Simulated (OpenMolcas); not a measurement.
Tc5+ among 2 point charges of -2.5 e arranged as a linear pair (D∞h).

```yaml
Program: OpenMolcas 26.06
Method: "SS-CASPT2, IPEA 0.25 Eh, imaginary shift 0.1 Eh (closed shells correlated: 4s 4p)"
Basis: ANO-RCC-VDZP [6s5p3d1f]
Scalar_Hamiltonian: DKH2, point nucleus
Active_space: 2 electrons in 5 orbitals (4d)
State_averaging: 2S+1 = 3 even, 10 roots; 2S+1 = 1 even, 15 roots
Spin-orbit_coupling: RASSI with atomic mean-field integrals over the reference wave functions
```

All point charges move together. At R = 1.72 Å the first state of the same spin is 13550 cm-1, and at R = 1.92 Å it is 8100 cm-1.

Problem. A third run gives 10830 cm-1. What distance was it run at?

Solution. With a power law R^-n the two known points give n = -ln(8100 / 13550) / ln(1.92 / 1.72) = 4.68. Then R = 1.72 × (13550 / 10830)^(1/4.68) = 1.804 Å. The run was at 1.81 Å, so the estimate is off by -0.006 Å.

Free-ion shares, where given, are those of the reference states; single-state CASPT2 does not remix them. This is an electrostatic model: the charges have no orbitals. No measured value stands beside these numbers.
